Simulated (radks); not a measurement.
Results of a calculation; reference values are marked as such.
Problem. The cerium ion Ce2+, 56 electrons, occupied as [Xe] 4f2 (the NIST ground configuration). Code: a radial shooting solver on a logarithmic mesh with Libxc functionals. Model: scalar-relativistic Kohn-Sham, r2SCAN, spin-unpolarised, spherical densities, finite nucleus; meta-GGA in the generalised Kohn-Sham scheme; Fermi nuclear charge, rms radius 4.8771 fm. Some entries of the table are withheld. Estimate them.

orbital,occ.,eigenvalue (eV),<r^2> (bohr^2)
1s,2,-40339.82,0.0008212
2s,2,-6483.152,(1)
2p,6,(2),0.01042
3s,2,-1406.940,0.08838
3p,6,-1189.627,(3)
3d,10,-881.2618,0.07576
4s,2,-292.1053,(4)
4p,6,-220.9549,(5)
4d,10,-118.2869,0.6527
5s,2,-51.0097,2.705
5p,6,-33.7948,(6)
4f,2,-12.2424,2.013

Solution. 
(1) 2s <r^2> (bohr^2): 0.01306
(2) 2p eigenvalue (eV): -5803.829
(3) 3p <r^2> (bohr^2): 0.08850
(4) 4s <r^2> (bohr^2): 0.4604
(5) 4p <r^2> (bohr^2): 0.5209
(6) 5p <r^2> (bohr^2): 3.621
